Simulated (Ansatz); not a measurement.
Geometry optimisation, RHF/6-31G* in Ansatz 0.2.0.

The input (input.yaml):

```yaml
crystal:
  periodic: [false, false, false]
  atoms:
    - { symbol: B, position_ang: [-0.35604, 1.25957, -0.53052] }
    - { symbol: B, position_ang: [-0.32831, -0.37252, -0.37235] }
    - { symbol: B, position_ang: [0.62544, -0.9527, 0.83003] }
    - { symbol: Cl, position_ang: [-1.25086, -1.42237, -1.40362] }
    - { symbol: H, position_ang: [-1.09741, 1.92871, 0.08015] }
    - { symbol: H, position_ang: [0.4139, 1.83971, -1.1965] }
    - { symbol: H, position_ang: [1.75827, -1.20196, 0.66518] }
    - { symbol: H, position_ang: [-0.88107, -1.37041, -0.6323] }
basis:
  gaussian: { orbitals: "6-31G*" }
hamiltonian:
  xc: hf
relax:
  f_tol: 0.02
  max_steps: 50
```

Run as:

```bash
$ ansatz run input.yaml --threads 1 --pin off --max-ram 2048MiB --backend cpu --events-out ev --progress --plain --runs-dir out
```

**Question.** Where does it end, and by what steps?

**Answer.** The forces met the threshold. After 22 steps the energy has fallen by 16.671 eV; H8 moved furthest, 2.10 Å. The start is strongly strained (largest force component 51 eV/Å), so its close contacts needn't be bonds. Parted: B2–H8 (1.17 → 2.53 Å), Cl4–H8 (0.86 → 3.63 Å). Joined: B3–H8 (2.14 → 1.19 Å).

```tsv
step	energy less start (eV)	largest force component (eV/Å)	accepted
0	0.0000	50.708	yes
1	-8.4093	10.700	yes
2	-10.3744	2.905	yes
3	-11.1384	2.453	yes
4	-11.5644	1.114	yes
5	-11.7859	1.372	yes
6	-12.1633	2.484	yes
7	-12.7154	3.217	yes
8	-13.3644	2.984	yes
9	-14.3801	2.067	yes
10	-15.1340	1.351	yes
11	-15.4465	1.571	yes
12	-15.6736	1.690	yes
13	-16.0004	1.663	yes
14	-16.2313	1.087	yes
15	-16.4629	0.346	yes
16	-16.6006	0.161	yes
17	-16.6497	0.290	yes
18	-16.6348	0.666	no
19	-16.6649	0.109	yes
20	-16.6697	0.047	yes
21	-16.6706	0.070	yes
22	-16.6708	0.010	yes
```

```xyz
8
Properties=species:S:1:pos:R:3
B -0.426 1.424 -0.771
B -0.258 -0.259 -0.692
B 0.293 -1.225 0.586
Cl -0.735 -1.150 -2.178
H -1.440 1.961 -0.450
H 0.463 2.118 -1.156
H 1.446 -1.503 0.698
H -0.458 -1.659 1.403
```

Whether the end is a true minimum wasn't checked by a vibrational analysis.

The run took 89 s on 1 thread of Intel(R) Xeon(R) Processor @ 2.50GHz (Skylake/Cascade Lake), on a shared host, peak memory 0.14 GiB.
